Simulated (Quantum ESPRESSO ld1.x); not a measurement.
Problem. Radial electron density D(r) = 4 pi r^2 rho(r) of an atom or ion with 16 electrons. Method: non-relativistic Kohn-Sham, PW91, spin-unpolarised, spherical densities, point nucleus; computed with ld1.x of Quantum ESPRESSO 7.5.

r (bohr),D(r) (e/bohr)
0.005808,0.9412
0.007442,1.467
0.009461,2.222
0.01212,3.351
0.01554,4.934
0.01975,6.970
0.02531,9.590
0.03243,12.56
0.04156,15.47
0.05283,17.59
0.06771,18.32
0.08676,17.19
0.1112,14.72
0.1413,12.55
0.1811,12.28
0.2321,14.46
0.2974,17.13
0.3781,17.29
0.4845,13.65
0.6209,8.096
0.7893,4.133
1.011,2.962
1.296,3.411
1.661,3.429
2.112,2.513
2.706,1.304
3.467,0.4819
4.443,0.1273
5.649,0.02519
7.238,0.002607

What is the nuclear charge?

Solution. Z = 16. The innermost maximum, from 1s, lies near 1/Z = 0.0625 bohr (found: 0.0661), and its height grows with Z. The density is that of neutral sulfur in [Ne] 3s2 3p4; the configuration itself is not fixed sharply by these data, and Z only to about a unit. D(r) has 3 maxima, at r = 0.0661, 0.341, 1.48 bohr, and minima at 0.165, 1.01 bohr, inside which lie 2.19, 10.37 electrons.
